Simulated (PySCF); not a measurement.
Be(Me) (CH₃Be), SMILES [Be][CH3], multiplicity 2.

Geometry: PBE-D3(BJ)/def2-TZVPD. The multiplicity is an assumed one; other spin states were not compared. The isomer is the one that the SMILES or the coordinates give; other isomers of the formula were not compared.

Method: C-PCM-PBE0/def2-TZVPD (PySCF 2.14.0).

The values are the electrostatic part of the solvation free energy, E(continuum) − E(gas) at the gas-phase geometry, in a cavity of scaled van der Waals radii (PySCF's table); cavitation and dispersion terms are not included. A continuum can't describe solvent molecules that bind to the metal. The dipole moment in vacuum is 0.33 D.

Computed values in water (ε = 78.36), chloroform (ε = 4.71), acetone (ε = 20.49):
| solvent | ε | ΔG(elec) (kcal/mol) | dipole (D) |
|---|---|---|---|
| water | 78.36 | -2.0 | 0.22 |
| chloroform | 4.71 | -1.6 | 0.25 |
| acetone | 20.49 | -1.9 | 0.23 |
